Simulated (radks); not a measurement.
Results of a calculation; reference values are marked as such.
All-electron atom: Au27+ in [Kr] 4d10 4f6. Level of theory: non-relativistic Kohn-Sham, LB94 model potential, spin-polarised, spherical densities, point nucleus; open shells are filled with parallel spins first (spin-orbit coupling, left out, can overturn this in heavy ions); relativity is left out, which matters for an element this heavy (a radial shooting solver on a logarithmic mesh with Libxc functionals).

Unscreened Slater integrals over Kohn-Sham orbitals (hartree). They are taken over the spin-up orbitals.

F0(4f,4f): 2.2145
F2(4f,4f): 1.1597
F4(4f,4f): 0.75316
F6(4f,4f): 0.54982
F0(4f,4d): 2.1399
F2(4f,4d): 1.0700
F4(4f,4d): 0.69485
G1(4f,4d): 1.1473
G3(4f,4d): 0.77329
G5(4f,4d): 0.56264
F0(4f,4p): 2.1275
F2(4f,4p): 1.0723
G2(4f,4p): 0.86472
G4(4f,4p): 0.62797
F0(4f,4s): 2.1282
G3(4f,4s): 0.72046
F0(4d,4d): 2.1025
F2(4d,4d): 1.0779
F4(4d,4d): 0.73024
F0(4d,4p): 2.0901
F2(4d,4p): 1.0794
G1(4d,4p): 1.3370
G3(4d,4p): 0.85547
F0(4d,4s): 2.0896
G2(4d,4s): 1.0292
F0(4p,4p): 2.0832
F2(4p,4p): 1.0959
F0(4p,4s): 2.0827
G1(4p,4s): 1.4161
F0(4s,4s): 2.0832

Derived for the open shells (J is the average intra-shell exchange parameter used in DFT+U). 4f: F4/F2 = 0.649, F6/F2 = 0.474, J = (286 F2 + 195 F4 + 250 F6)/6435 = 0.09572 hartree.
